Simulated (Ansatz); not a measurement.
Harmonic vibrations of Si6H3⁺ by finite differences.

```yaml
crystal:
  periodic: [false, false, false]
  atoms:
    - {symbol: Si, position_ang: [0.398782, 1.930822, 0.054814]}
    - {symbol: Si, position_ang: [1.475112, -0.361266, -0.295647]}
    - {symbol: Si, position_ang: [-0.590739, 0.098752, -1.222709]}
    - {symbol: Si, position_ang: [1.016532, 0.260901, 1.937342]}
    - {symbol: Si, position_ang: [-0.144540, -1.960565, 0.466660]}
    - {symbol: Si, position_ang: [-1.156833, 0.145222, 1.017057]}
    - {symbol: H, position_ang: [-2.480777, 0.465123, 1.597192]}
    - {symbol: H, position_ang: [2.755833, -0.542628, -1.015729]}
    - {symbol: H, position_ang: [-1.273380, -0.036363, -2.538980]}
basis:
  gaussian: {orbitals: def2-SVP}
total_charge: 1
hamiltonian: {xc: pbe0, dispersion: d4}
scf: {omitted_lower_state_checks: [starts]}
phonons: {temperatures: {t_min: 298.15, t_max: 900, t_step: 200}}
```

```sh
$ ansatz run in.yaml --threads 4 --pin off --events-out ev --progress --plain --max-ram 4787MiB
```

Shortened log:

```
Functional definition: PBE0
mean field -47271.78722860 eV, -1737.2061386827 hartree, gradient 7.2e-5 eV, S^2 0.000000; 0 other end points of the search recorded, 0 dependent functions left out
mean field -47271.78719819 eV, -1737.2061375652 hartree, gradient 1.3e-6 eV, S^2 0.000000; 0 other end points of the search recorded, 0 dependent functions left out
mean field -47271.78723332 eV, -1737.2061388565 hartree, gradient 1.3e-6 eV, S^2 0.000000; 0 other end points of the search recorded, 0 dependent functions left out
mean field -47271.78673532 eV, -1737.2061205550 hartree, gradient 1.6e-6 eV, S^2 0.000000; 0 other end points of the search recorded, 0 dependent functions left out
mean field -47271.78764961 eV, -1737.2061541547 hartree, gradient 2.1e-6 eV, S^2 0.000000; 0 other end points of the search recorded, 0 dependent functions left out
mean field -47271.78735478 eV, -1737.2061433200 hartree, gradient 1.5e-6 eV, S^2 0.000000; 0 other end points of the search recorded, 0 dependent functions left out
mean field -47271.78707691 eV, -1737.2061331085 hartree, gradient 1.5e-6 eV, S^2 0.000000; 0 other end points of the search recorded, 0 dependent functions left out
mean field -47271.78709050 eV, -1737.2061336076 hartree, gradient 2.0e-6 eV, S^2 0.000000; 0 other end points of the search recorded, 0 dependent functions left out
mean field -47271.78718386 eV, -1737.2061370386 hartree, gradient 2.5e-6 eV, S^2 0.000000; 0 other end points of the search recorded, 0 dependent functions left out
mean field -47271.78735773 eV, -1737.2061434282 hartree, gradient 2.7e-6 eV, S^2 0.000000; 0 other end points of the search recorded, 0 dependent functions left out
mean field -47271.78704756 eV, -1737.2061320298 hartree, gradient 1.7e-6 eV, S^2 0.000000; 0 other end points of the search recorded, 0 dependent functions left out
mean field -47271.78720803 eV, -1737.2061379269 hartree, gradient 1.7e-6 eV, S^2 0.000000; 0 other end points of the search recorded, 0 dependent functions left out
mean field -47271.78715197 eV, -1737.2061358667 hartree, gradient 1.5e-6 eV, S^2 0.000000; 0 other end points of the search recorded, 0 dependent functions left out
mean field -47271.78720893 eV, -1737.2061379601 hartree, gradient 1.9e-6 eV, S^2 0.000000; 0 other end points of the search recorded, 0 dependent functions left out
mean field -47271.78714866 eV, -1737.2061357451 hartree, gradient 1.9e-6 eV, S^2 0.000000; 0 other end points of the search recorded, 0 dependent functions left out
mean field -47271.78729756 eV, -1737.2061412170 hartree, gradient 1.2e-6 eV, S^2 0.000000; 0 other end points of the search recorded, 0 dependent functions left out
mean field -47271.78712352 eV, -1737.2061348211 hartree, gradient 2.3e-6 eV, S^2 0.000000; 0 other end points of the search recorded, 0 dependent functions left out
mean field -47271.78716944 eV, -1737.2061365087 hartree, gradient 2.3e-6 eV, S^2 0.000000; 0 other end points of the search recorded, 0 dependent functions left out
mean field -47271.78710164 eV, -1737.2061340172 hartree, gradient 1.6e-6 eV, S^2 0.000000; 0 other end points of the search recorded, 0 dependent functions left out
mean field -47271.78715151 eV, -1737.2061358497 hartree, gradient 1.2e-6 eV, S^2 0.000000; 0 other end points of the search recorded, 0 dependent functions left out
mean field -47271.78725288 eV, -1737.2061395752 hartree, gradient 1.3e-6 eV, S^2 0.000000; 0 other end points of the search recorded, 0 dependent functions left out
mean field -47271.78734059 eV, -1737.2061427984 hartree, gradient 1.6e-6 eV, S^2 0.000000; 0 other end points of the search recorded, 0 dependent functions left out
mean field -47271.78710131 eV, -1737.2061340052 hartree, gradient 1.3e-6 eV, S^2 0.000000; 0 other end points of the search recorded, 0 dependent functions left out
mean field -47271.78704210 eV, -1737.2061318289 hartree, gradient 1.5e-6 eV, S^2 0.000000; 0 other end points of the search recorded, 0 dependent functions left out
mean field -47271.78734059 eV, -1737.2061427985 hartree, gradient 1.6e-6 eV, S^2 0.000000; 0 other end points of the search recorded, 0 dependent functions left out
mean field -47271.78721654 eV, -1737.2061382396 hartree, gradient 1.3e-6 eV, S^2 0.000000; 0 other end points of the search recorded, 0 dependent functions left out
mean field -47271.78720774 eV, -1737.2061379161 hartree, gradient 1.3e-6 eV, S^2 0.000000; 0 other end points of the search recorded, 0 dependent functions left out
mean field -47271.78716724 eV, -1737.2061364278 hartree, gradient 1.9e-6 eV, S^2 0.000000; 0 other end points of the search recorded, 0 dependent functions left out
mean field -47271.78721393 eV, -1737.2061381437 hartree, gradient 1.7e-6 eV, S^2 0.000000; 0 other end points of the search recorded, 0 dependent functions left out
mean field -47271.78723863 eV, -1737.2061390513 hartree, gradient 1.4e-6 eV, S^2 0.000000; 0 other end points of the search recorded, 0 dependent functions left out
mean field -47271.78720285 eV, -1737.2061377366 hartree, gradient 1.4e-6 eV, S^2 0.000000; 0 other end points of the search recorded, 0 dependent functions left out
mean field -47271.78723365 eV, -1737.2061388683 hartree, gradient 2.6e-6 eV, S^2 0.000000; 0 other end points of the search recorded, 0 dependent functions left out
mean field -47271.78704490 eV, -1737.2061319320 hartree, gradient 2.3e-6 eV, S^2 0.000000; 0 other end points of the search recorded, 0 dependent functions left out
mean field -47271.78732678 eV, -1737.2061422909 hartree, gradient 2.5e-6 eV, S^2 0.000000; 0 other end points of the search recorded, 0 dependent functions left out
mean field -47271.78707274 eV, -1737.2061329551 hartree, gradient 3.0e-6 eV, S^2 0.000000; 0 other end points of the search recorded, 0 dependent functions left out
mean field -47271.78713961 eV, -1737.2061354126 hartree, gradient 2.3e-6 eV, S^2 0.000000; 0 other end points of the search recorded, 0 dependent functions left out
mean field -47271.78722208 eV, -1737.2061384434 hartree, gradient 2.4e-6 eV, S^2 0.000000; 0 other end points of the search recorded, 0 dependent functions left out
mean field -47271.78716366 eV, -1737.2061362964 hartree, gradient 1.6e-6 eV, S^2 0.000000; 0 other end points of the search recorded, 0 dependent functions left out
mean field -47271.78719730 eV, -1737.2061375327 hartree, gradient 1.9e-6 eV, S^2 0.000000; 0 other end points of the search recorded, 0 dependent functions left out
mean field -47271.78722370 eV, -1737.2061385027 hartree, gradient 9.8e-6 eV, S^2 0.000000; 0 other end points of the search recorded, 0 dependent functions left out
mean field -47271.78722189 eV, -1737.2061384364 hartree, gradient 1.7e-6 eV, S^2 0.000000; 0 other end points of the search recorded, 0 dependent functions left out
mean field -47271.78722277 eV, -1737.2061384685 hartree, gradient 1.4e-6 eV, S^2 0.000000; 0 other end points of the search recorded, 0 dependent functions left out
mean field -47271.78720988 eV, -1737.2061379948 hartree, gradient 1.6e-6 eV, S^2 0.000000; 0 other end points of the search recorded, 0 dependent functions left out
mean field -47271.78719997 eV, -1737.2061376306 hartree, gradient 1.7e-6 eV, S^2 0.000000; 0 other end points of the search recorded, 0 dependent functions left out
mean field -47271.78716644 eV, -1737.2061363987 hartree, gradient 1.6e-6 eV, S^2 0.000000; 0 other end points of the search recorded, 0 dependent functions left out
mean field -47271.78721927 eV, -1737.2061383398 hartree, gradient 9.3e-6 eV, S^2 0.000000; 0 other end points of the search recorded, 0 dependent functions left out
mean field -47271.78722979 eV, -1737.2061387264 hartree, gradient 9.6e-6 eV, S^2 0.000000; 0 other end points of the search recorded, 0 dependent functions left out
mean field -47271.78720420 eV, -1737.2061377862 hartree, gradient 1.5e-6 eV, S^2 0.000000; 0 other end points of the search recorded, 0 dependent functions left out
mean field -47271.78721949 eV, -1737.2061383479 hartree, gradient 1.4e-6 eV, S^2 0.000000; 0 other end points of the search recorded, 0 dependent functions left out
mean field -47271.78720026 eV, -1737.2061376414 hartree, gradient 2.0e-6 eV, S^2 0.000000; 0 other end points of the search recorded, 0 dependent functions left out
mean field -47271.78722808 eV, -1737.2061386637 hartree, gradient 2.0e-6 eV, S^2 0.000000; 0 other end points of the search recorded, 0 dependent functions left out
mean field -47271.78722162 eV, -1737.2061384265 hartree, gradient 2.2e-6 eV, S^2 0.000000; 0 other end points of the search recorded, 0 dependent functions left out
mean field -47271.78722943 eV, -1737.2061387135 hartree, gradient 9.9e-6 eV, S^2 0.000000; 0 other end points of the search recorded, 0 dependent functions left out
mean field -47271.78715653 eV, -1737.2061360342 hartree, gradient 1.8e-6 eV, S^2 0.000000; 0 other end points of the search recorded, 0 dependent functions left out
mean field -47271.78721064 eV, -1737.2061380227 hartree, gradient 2.2e-6 eV, S^2 0.000000; 0 other end points of the search recorded, 0 dependent functions left out
Total energy: -47272.27371173 eV, -1737.2240166082 hartree
Atom 0 at     0.398782     1.930822     0.054814 Å, force     0.000202     0.000274    -0.000538 eV/Å
Atom 1 at     1.475112    -0.361266    -0.295647 Å, force     0.004722    -0.000050    -0.000309 eV/Å
Atom 2 at    -0.590739     0.098752    -1.222709 Å, force    -0.000707     0.002340     0.000460 eV/Å
Atom 3 at     1.016532     0.260901     1.937342 Å, force     0.000140    -0.000933     0.000061 eV/Å
Atom 4 at    -0.144540    -1.960565     0.466660 Å, force    -0.000226     0.000244    -0.000534 eV/Å
Atom 5 at    -1.156833     0.145222     1.017057 Å, force    -0.002775     0.001000     0.003789 eV/Å
Atom 6 at    -2.480777     0.465123     1.597192 Å, force     0.001718    -0.000952    -0.001503 eV/Å
Atom 7 at     2.755833    -0.542628    -1.015729 Å, force    -0.001564    -0.000231     0.001150 eV/Å
Atom 8 at    -1.273380    -0.036363    -2.538980 Å, force    -0.001511    -0.001693    -0.002577 eV/Å
Dipole moment:    -0.132464    -0.029663    -0.254133 e Å
Vibrations: 79.23 111.28 206.82 284.65 315.48 350.61 356.57 386.95 410.79 419.91 430.83 465.33 487.95 498.41 509.65 559.11 626.70 656.27 2252.12 2301.45 2305.65 cm⁻¹, zero-point energy 0.868865 eV
Checks for a lower state left out: starts
```

Hardware: 4 threads of Arm Neoverse V2 on a shared host. Wall time 73 s.

The structure comes from a short search, and lower isomers may exist.
